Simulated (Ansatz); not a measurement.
One change: `F[CH2][SnH2][SH]` becomes `[BH2][SnH2][CH2]F`.

Ansatz, PBE0-D4/def2-TZVP geometries, multiplicity 1. Each molecule was computed in one conformer, which needn't be the lowest.

Elements past krypton have def2 core potentials.

```csv
property,`F[CH2][SnH2][SH]`
size of the dipole moment (PBE/def2-TZVPP) / D,1.99
size of the dipole moment (ωB97M-V/def2-TZVPP) / D,2.12
HOMO–LUMO gap (B3LYP/def2-TZVPP) / eV,6.21
HOMO energy (PBE0/def2-TZVPP) / eV,-7.22
HOMO–LUMO gap (ωB97M-V/def2-TZVPP) / eV,10.49
LUMO energy (PBE/def2-TZVPP) / eV,-1.34
```

**Question.** What does the change do to each property? (An estimate is asked.)

**Answer.** Computed: 
```csv
property,`[BH2][SnH2][CH2]F`,shift
size of the dipole moment (PBE/def2-TZVPP) / D,1.17,-0.82
size of the dipole moment (ωB97M-V/def2-TZVPP) / D,1.32,-0.80
HOMO–LUMO gap (B3LYP/def2-TZVPP) / eV,4.71,-1.50
HOMO energy (PBE0/def2-TZVPP) / eV,-7.72,-0.50
HOMO–LUMO gap (ωB97M-V/def2-TZVPP) / eV,9.22,-1.27
LUMO energy (PBE/def2-TZVPP) / eV,-3.59,-2.25
```

With PBE0 the HOMO falls by 0.50 eV and the LUMO falls by 2.09 eV, so the gap narrows by about 1.59 eV. PBE moves the HOMO by -0.48 eV and ωB97M-V by -0.47 eV. Dipoles are sizes alone; their direction can turn.

B3LYP here is the variant with VWN-RPA as its local correlation; programs differ in this.
